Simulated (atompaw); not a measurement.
## Cs PAW (atompaw): all-electron and pseudo phase curves

```json
{
 "Element": "Cs",
 "Generator": "atompaw 4.2.0.5",
 "Type": "PAW",
 "Functional": "PBE",
 "Relativity": "scalar-relativistic",
 "Frozen core": "[Kr] 4d10",
 "Valence charge": "9",
 "Reference configuration": "5s2 5p6 5d0 6s1 6p0",
 "Partial waves": "5s (bound): rc 2.95 bohr; 6s (bound): rc 3.00 bohr; 5p (bound): rc 3.00 bohr; 6p (bound, empty): rc 3.00 bohr; 5d (bound, empty): rc 3.00 bohr; 5d channel at 0.35 Ry: rc 3.00 bohr",
 "Local potential": "bessel scheme, radius 2.60 bohr",
 "Core correction": "smooth core density matched at 1.65 bohr",
 "Augmentation charge": "besselshape compensation charge, radius 2.70 bohr; PAW radius 3.00 bohr; waves and projectors: custom polynom2 7 10 vanderbiltortho"
}
```

The phase is arctan(r·u′/u) with u = r·R(r), unwrapped; energies in Ry, scanned from -4 to 5 Ry. A pole is an energy at which the radial function vanishes at the test radius. The pseudo phase is shifted by a multiple of π to meet the all-electron one at the reference energy, and phase errors are pseudo minus all-electron; the curves can meet again beyond the range given. Levels narrower than the energy grid can be missing from the lists of poles.

| channel | radius (bohr) | reference energy (Ry) | poles, all-electron | poles, pseudo | unbroken range about the reference energy with phases within 0.05 rad | phase error 1 Ry above the reference energy (rad) |
| --- | --- | --- | --- | --- | --- | --- |
| s | 3.00 | -0.15 | -1.76, 3.82 | -1.76, 3.04 | below 0.8 | -0.051 |
| p | 3.00 | -0.05 | -0.56 | -0.56 | below 1.7 | +0.002 |
| d | 3.00 | -0.03 | 1.34 | 1.34 | below 3.4 | +0.000 |

Phases in the p channel:

```
E (Ry)  all-electron  pseudo
 -4.00         1.384   1.385
 -3.52         1.366   1.367
 -3.04         1.342   1.343
 -2.56         1.305   1.306
 -2.08         1.236   1.236
 -1.60         1.034   1.035
 -1.12        -0.694  -0.693
 -0.64        -1.534  -1.534
 -0.16        -1.683  -1.683
  0.32        -1.777  -1.777
  0.80        -1.887  -1.885
  1.28        -2.086  -2.077
  1.76        -2.664  -2.604
  2.24        -3.855  -3.757
  2.72        -4.340  -4.294
  3.20        -4.509  -4.481
  3.68        -4.594  -4.573
  4.16        -4.647  -4.630
  4.64        -4.686  -4.672
```
